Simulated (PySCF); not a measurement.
An excited-state job on `C#C[SiH2]C[Si@@H](F)B(F)F`.

Computed with TDDFT wB97X-D/def2-SVPD, vertical, gas phase, core orbitals frozen in the response (PySCF 2.14.0, density-fitted response routines). Geometry: GFN2-xTB. A driver script takes a list of jobs; this job's settings line and coordinates (Å) are shown.

Command:
```bash
OMP_NUM_THREADS=1 python probes_run.py task.json out
```

Input:
```
{"job": {"kind": "uv", "xc": "wB97X-D", "basis": "def2-SVPD", "nstates": 8, "ntriplets": 3}, "charge": 0, "multiplicity": 1}
C      4.053608     0.172957    -0.177864
C      2.956135    -0.211645    -0.484807
Si     1.259336    -0.799060    -0.946060
C      0.023914     0.281367     0.035670
Si    -1.802308    -0.103174    -0.307209
F     -1.972643    -1.708851    -0.107502
B     -3.062614     0.803649     0.911877
F     -3.246555     2.113222     0.914573
F     -3.801609     0.206099     1.825474
H      5.014869     0.509442     0.088681
H      1.140959    -2.209966    -0.574837
H      1.068833    -0.588987    -2.385979
H      0.231452     0.162046     1.101115
H      0.215840     1.330914    -0.188847
H     -2.083631     0.049975    -1.737510
```

Output:
```
coarse grid: 14576 points
cycle   1  E = -1020.4917204511  dE =  8.634e-01  |g| = 8.586e-01  |ddm| = 7.330e+00
cycle   2  E = -1020.4840894663  dE =  7.631e-03  |g| = 9.952e-01  |ddm| = 2.118e+00
cycle   3  E = -1020.6430146658  dE = -1.589e-01  |g| = 7.137e-02  |ddm| = 7.967e-01
cycle   4  E = -1020.6441001095  dE = -1.085e-03  |g| = 3.117e-02  |ddm| = 2.323e-01
cycle   5  E = -1020.6443272352  dE = -2.271e-04  |g| = 1.198e-02  |ddm| = 8.900e-02
cycle   6  E = -1020.6443562521  dE = -2.902e-05  |g| = 2.856e-03  |ddm| = 2.508e-02
cycle   7  E = -1020.6443582877  dE = -2.036e-06  |g| = 1.161e-03  |ddm| = 8.079e-03
final grid: 135728 points
cycle   8  E = -1020.7787766729  dE = -1.309e-04  |g| = 7.600e-03  |ddm| = 1.874e-01
cycle   9  E = -1020.7787767896  dE = -1.168e-07  |g| = 8.496e-03  |ddm| = 3.156e-02
cycle  10  E = -1020.7787888052  dE = -1.202e-05  |g| = 6.997e-04  |ddm| = 7.320e-03
cycle  11  E = -1020.7787888975  dE = -9.226e-08  |g| = 5.635e-04  |ddm| = 2.740e-03
cycle  12  E = -1020.7787889741  dE = -7.660e-08  |g| = 1.474e-04  |ddm| = 1.061e-03
cycle  13  E = -1020.7787889799  dE = -5.888e-09  |g| = 4.046e-05  |ddm| = 3.073e-04
cycle  14  E = -1020.7787889805  dE = -5.493e-10  |g| = 1.523e-05  |ddm| = 8.382e-05
converged SCF energy = -1020.7787889805

Static polarisability (au): isotropic 98.523, principal 78.430 87.732 129.407

Singlet excitations
state   eV       nm        f      main configurations
  1   6.1785    200.7   0.00085   H-1->L+2 0.32, H->L+3 0.23, H-1->L 0.10
  2   6.3487    195.3   0.09804   H->L 0.33, H-1->L+3 0.21, H-2->L 0.15
  3   6.4303    192.8   0.00027   H->L+3 0.48, H-1->L+2 0.16
  4   6.5409    189.6   0.05843   H-2->L 0.45, H-1->L+3 0.18, H->L+2 0.12
  5   7.2875    170.1   0.07378   H-3->L 0.66, H->L 0.09
  6   7.4592    166.2   0.17829   H-2->L+1 0.36, H->L+1 0.32, H-3->L 0.12
  7   7.9198    156.5   0.01987   H-3->L+1 0.67, H-2->L+1 0.08
  8   7.9241    156.5   0.07842   H->L 0.24, H-4->L 0.21, H-3->L 0.17

Triplet excitations (Tamm-Dancoff, eV): 5.1608 5.3390 5.6872
```

The SCF starts on a coarse grid where the log names one; the energy can jump when the final grid takes over, and dE then counts from the start density on the new grid. H and L stand for HOMO and LUMO; the number after each pair is its weight.

Task: Give S1 in cm⁻¹ and kJ/mol.

Result: 6.1785 eV × 8065.54 = 49833 cm⁻¹; × 96.485 = 596.1 kJ/mol.

Task: How does the lowest singlet excitation compare with the HOMO–LUMO gap?

Result: HOMO -10.15 eV and LUMO 0.22 eV give a gap of 10.37 eV; S1 at 6.18 eV lies 4.19 eV below it.

Summary of the converged run: HOMO -10.15 eV, LUMO 0.22 eV; lowest singlet 6.18 eV; lowest triplet 5.16 eV (Tamm–Dancoff); mean polarisability 98.5 au.

The run took 3.5 min wall, 3.0 min CPU (with the writing of density and orbital grids) on an Intel Xeon at 2.50 GHz with one thread, shared host with 64 logical CPUs at a one-minute load of 59, and the process peaked at 1.1 GiB of memory.

One conformer stands for the species.
Labels such as C1 count atoms from 1, the log's own numbers from 0.

wB97X-D is run here without its empirical dispersion term; that term would change no orbital, density or response property at a fixed geometry.
